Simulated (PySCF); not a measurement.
**MOOH across the 3d metals**

Level: PBE0, basis family def2-TZVP, no relativity.

Each entry is the lowest minimum that a search over a few typed start shapes (and spin states, where more than one is plausible) found, or that minimum re-optimised at the stated level; isomers with ligand–ligand bonds, or fragments after loss of a ligand pair, can lie lower. Open shells are unrestricted; no spin–orbit coupling; PySCF with density fitting.

| molecule | 2S+1 | point group | mean bond to the central atom (Å) | lowest ω (cm⁻¹) | atomisation (kJ/mol) | dipole (D) | highest ω (cm⁻¹) |
| --- | --- | --- | --- | --- | --- | --- | --- |
| ScO(OH) | 1 | Cs | 1.798 | 170 | 1560 | 5.25 | 3965 |
| TiO(OH) | ? | ? | ? | ? | ? | ? | ? |
| CoO(OH) | 5 | Cs | 1.696 | 115 | 1177 | 2.19 | 3950 |
| CuO(OH) | 3 | Cs | 1.723 | 127 | 969 | 1.47 | 3892 |

**Question.** Fill in the row of TiO(OH).

**Answer.** 2S+1: 2; point group: Cs; mean bond to the central atom (Å): 1.720; lowest ω (cm⁻¹): 163; atomisation (kJ/mol): 1554; dipole (D): 3.90; highest ω (cm⁻¹): 3947.

Left out of the table are members whose search was unfinished or whose lowest solution was spin-contaminated, unstable, very soft or bonded differently.

Open d and f shells are single-determinant solutions and may miss the true ground state.
